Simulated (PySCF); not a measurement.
C₆ coefficients of unlike pairs at UHF

Calculated with PySCF 2.14 from the dipole response of each species, C₆(A,B) = (3/π) ∫ α_A(iu) α_B(iu) du, in atomic units, from isotropic polarisabilities. For ions this is the dispersion term alone; charge-induced terms of lower order in 1/R come first.

| species | configuration | basis | relativity | α (bohr³) | C₆ (like pair) |
| --- | --- | --- | --- | --- | --- |
| Sc³⁺ | [Ar] (1S) | aug-cc-pwCVTZ-DK (10s9p7d4f3g) | spin-free X2C | 2.126 | 5.608 |
| F⁺ | [He] 2s2 2p4 (3P) | x2c-QZVPPall with one added diffuse shell each of s, p, d, f type (8s5p4d3f1g) | spin-free X2C | 1.716 | 3.121 |
| Ge²⁺ | [Ar] 3d10 4s2 (1S) | aug-cc-pVTZ-PP with ECP10MDF (6s5p4d2f) | core potential | 11.96 | 46.62 |
| Ar | [Ar] (1S) | def2-TZVPPD (6s6p4d1f) | none | 10.75 | 62.10 |

(1) Estimate C₆ for Ar with F⁺.

No spin-orbit coupling is included.

The other pairs:

```tsv
pair	C₆
Ar, Ge²⁺	52.33
Ar, Sc³⁺	17.34
Ge²⁺, F⁺	10.37
F⁺, Sc³⁺	4.177
Ge²⁺, Sc³⁺	13.49
```

Answers

(1) The integral gives 13.16. The combination rule 2 C_A C_B / (C_A α_B/α_A + C_B α_A/α_B) gives 13.16 and the geometric mean 13.92.
